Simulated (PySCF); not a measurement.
Structure with atom numbers: `[CH3:1][CH2:2]/[CH:3]=[CH:4]/[CH2:5][O:6][SiH3:7]` (H(Xn): hydrogen on atom n).

No relativistic terms, gas phase, averaged over atoms made equivalent by symmetry, fast rotation or ring inversion, one conformer. GFN2-xTB geometry; shieldings: GIAO PBE0/pcSseg-1; PySCF 2.14.

References, each an isolated molecule treated in the same way: 13C (σref 186.93) and 1H (σref 31.72) and 29Si (σref 349.16) against TMS; 17O (σref 336.08) vs H2O.

```json
{"atoms": "H(C4)", "nucleus": "1H", "count": "1", "Hirshfeld charge": "0.04", "δ (ppm)": "6.02"}
{"atoms": "H(C2)", "nucleus": "1H", "count": "2", "Hirshfeld charge": "0.04", "δ (ppm)": "2.10"}
{"atoms": "H(Si7)", "nucleus": "1H", "count": "3", "Hirshfeld charge": "-0.08", "δ (ppm)": "?"}
{"atoms": "C2", "nucleus": "13C", "count": "1", "Hirshfeld charge": "-0.07", "δ (ppm)": "32.0"}
{"atoms": "C5", "nucleus": "13C", "count": "1", "Hirshfeld charge": "0.01", "δ (ppm)": "70.9"}
{"atoms": "H(C3)", "nucleus": "1H", "count": "1", "Hirshfeld charge": "0.04", "δ (ppm)": "?"}
{"atoms": "Si7", "nucleus": "29Si", "count": "1", "Hirshfeld charge": "0.38", "δ (ppm)": "-39.1"}
{"atoms": "C4", "nucleus": "13C", "count": "1", "Hirshfeld charge": "-0.06", "δ (ppm)": "137.1"}
{"atoms": "O6", "nucleus": "17O", "count": "1", "Hirshfeld charge": "-0.23", "δ (ppm)": "17.6"}
{"atoms": "C3", "nucleus": "13C", "count": "1", "Hirshfeld charge": "-0.04", "δ (ppm)": "142.4"}
{"atoms": "H(C1)", "nucleus": "1H", "count": "3", "Hirshfeld charge": "0.04", "δ (ppm)": "?"}
{"atoms": "H(C5)", "nucleus": "1H", "count": "2", "Hirshfeld charge": "0.04", "δ (ppm)": "4.24"}
{"atoms": "C1", "nucleus": "13C", "count": "1", "Hirshfeld charge": "-0.12", "δ (ppm)": "?"}
```

Question: Complete the table.

Answer: 
- C1: 17.2 ppm, methyl carbon; aliphatic region, no heteroatom directly attached
- H(C3): 5.84 ppm, hydrogen on an alkene CH; a vinylic proton, deshielded by the sp2 carbon and the C=C anisotropy
- H(Si7): 4.89 ppm, hydrogen on a silicon bonded to O
- H(C1): 1.10 ppm, hydrogen on a methyl carbon

Shifts are as computed. Against solution values, carbons near 30 ppm lie about +3 ppm off and those near 130 ppm about +5 ppm. Of 1211 compounds with measured shifts, 218 miss one by over three times the rms of a fit or turn the order of signals round; such compounds aren't used in these exercises. Experimental scales use liquid or dissolved standards, which lie at an offset from isolated H2O (liquid H2O: subtract about 36 ppm).
